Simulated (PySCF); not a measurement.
Computed shifts of a molecule C2H8O2Si2, PBE0/pcSseg-1 in PySCF, GIAO, gas phase, equivalent atoms averaged, in ppm (number of nuclei): ¹³C: 69.1 (1), 28.6 (1). ²⁹Si: 9.3 (1), -28.2 (1). ¹H: 5.72 (1), 4.95 (1), 4.71 (1), 4.63 (1), 2.53 (1), 1.81 (3). References: ¹³C against TMS (σ = 186.3 ppm); ¹⁷O against H2O (σ = 334.2 ppm); ²⁹Si against TMS (σ = 352.7 ppm); ¹H against TMS (σ = 31.56 ppm), references at their B3LYP-D3(BJ)/def2-TZVP geometries, non-relativistic. The structure is a stationary point at ωB97X-D3(BJ)/def2-SVP. One conformer was computed; it need not be the lowest.

Identify the compound among the candidates.
A. C=CO[SiH2][SiH2]O
B. C=C([SiH3])[SiH](O)O
C. C[C@H]1O[Si@H](O)[SiH2]1
D. [SiH3]O[SiH]1COC1

C, C[C@H]1O[Si@H](O)[SiH2]1
